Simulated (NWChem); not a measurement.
System: C$_{2}$H$_{2}$F, doublet; SMILES C=[C]F

NWChem input:

```
start job
memory heap 200 mb stack 900 mb global 1100 mb
geometry units angstroms noautosym nocenter noautoz
  C      0.131071     1.206561     0.000000
  C     -0.419632     0.009246     0.000000
  F      0.121562    -1.170726     0.000000
  H      1.222082     1.320755     0.000000
  H     -0.498726     2.096839     0.000000
end
basis spherical
  * library def2-tzvp
end
dft
  odft
  mult 2
  xc b3lyp
  iterations 150
end
property
  hyperfine
end
task dft property
```

Parts of the log:

```
             Northwest Computational Chemistry Package (NWChem) 7.3.0
             --------------------------------------------------------

                             Geometry "geometry" -> ""
                             -------------------------

 Output coordinates in angstroms (scale by  1.889725989 to convert to a.u.)

  No.       Tag          Charge          X              Y              Z
 ---- ---------------- ---------- -------------- -------------- --------------
    1 C                    6.0000     0.13107100     1.20656100     0.00000000
    2 C                    6.0000    -0.41963200     0.00924600     0.00000000
    3 F                    9.0000     0.12156200    -1.17072600     0.00000000
    4 H                    1.0000     1.22208200     1.32075500     0.00000000
    5 H                    1.0000    -0.49872600     2.09683900     0.00000000

 Effective nuclear repulsion energy (a.u.)      60.7852936032

                              NWChem Property Module
                              ----------------------

  itol2e modified to match energy
  convergence criterion.

                                 NWChem DFT Module
                                 -----------------

 Summary of "ao basis" -> "ao basis" (spherical)
 ------------------------------------------------------------------------------
       Tag                 Description            Shells   Functions and Types
 ---------------- ------------------------------  ------  ---------------------
 C                         def2-tzvp                11       31   5s3p2d1f
 F                         def2-tzvp                11       31   5s3p2d1f
 H                         def2-tzvp                 4        6   3s1p

  itol2e modified to match energy
  convergence criterion.

            General Information
            -------------------
          SCF calculation type: DFT
          Wavefunction type:  spin polarized.
          No. of atoms     :     5
          No. of electrons :    23
           Alpha electrons :    12
            Beta electrons :    11
          Charge           :     0
          Spin multiplicity:     2
          Use of symmetry is: off; symmetry adaption is: off
          Maximum number of iterations: 150
          AO basis - number of functions:   105
                     number of shells:    41
          Convergence on energy requested:  1.00D-07
          Convergence on density requested:  1.00D-05
          Convergence on gradient requested:  5.00D-04

[...]

          ----------------------
          Hyperfine Interactions
          ----------------------

 Total Spin Density (Fermi Contact Term)
 ------------------ --------------------
     Atom            x         y         z       Density (a.u.)      Aiso(MHz)     Aiso(Gauss)
     1  13-C      0.24769   2.28007   0.00000       0.078689         88.460925      31.565004
     2  13-C     -0.79299   0.01747   0.00000       0.485043        545.280715     194.569390
     3  19-F      0.22972  -2.21235   0.00000       0.090510        380.816773     135.884665
     4   1-H      2.30940   2.49587   0.00000       0.025701        114.880180      40.992036
     5   1-H     -0.94246   3.96245   0.00000       0.007453         33.313541      11.887080

           -------------------------------------------
           Anisotropic Interaction (Spin-Dipolar Term)
           -------------------------------------------

 ------------------------------------------------------------
     Atom            x         y         z
 ------------------------------------------------------------
     1  13-C      0.24769   2.28007   0.00000

   Spin-Dipolar term (a.u.)
        xx             yy             zz             xy             xz             yz
 ------------------------------------------------------------------------------------------
       0.041750       0.136836      -0.178586       0.092033      -0.000000      -0.000000

   Principal Comp. of -hf- tensor (au)            Anisotropic -hfcc- (MHz)               Anisotropic -hfcc- (Gauss)
 --------------------------------------------------------------------------------------------------------------------------
     -0.014294     0.192881    -0.178586      -1.918181    25.882748   -23.964567      -0.684454     9.235593    -8.551139

   Orientation of the principal axis of Hyperfine Tensor w.r.t absolute (molecular) frame
 --------------------------------------------------------------------------------------------------------------------------
      0.854098     0.520112     0.000000
     -0.520112     0.854098     0.000000
     -0.000000    -0.000000     1.000000

 ------------------------------------------------------------
     Atom            x         y         z
 ------------------------------------------------------------
     2  13-C     -0.79299   0.01747   0.00000

   Spin-Dipolar term (a.u.)
        xx             yy             zz             xy             xz             yz
 ------------------------------------------------------------------------------------------
       0.877018      -0.505263      -0.371756       0.305453       0.000000       0.000000

   Principal Comp. of -hf- tensor (au)            Anisotropic -hfcc- (MHz)               Anisotropic -hfcc- (Gauss)
 --------------------------------------------------------------------------------------------------------------------------
      0.941508    -0.569752    -0.371756     126.341388   -76.455333   -49.886055      45.081673   -27.281118   -17.800555

   Orientation of the principal axis of Hyperfine Tensor w.r.t absolute (molecular) frame
 --------------------------------------------------------------------------------------------------------------------------
      0.978431    -0.206574    -0.000000
      0.206574     0.978431    -0.000000
      0.000000     0.000000     1.000000

 ------------------------------------------------------------
     Atom            x         y         z
 ------------------------------------------------------------
     3  19-F      0.22972  -2.21235   0.00000

[...]
```

Level: B3LYP/def2-TZVP, spin-unrestricted, contact and dipolar terms. In the optimisation the excess spin sits in a' (Cs, its own frame). Coordinates come from a PBE0/def2-SVP, spin-unrestricted optimisation. No stability test was run on the SCF state. B3LYP is NWChem's, with the RPA form of VWN correlation.
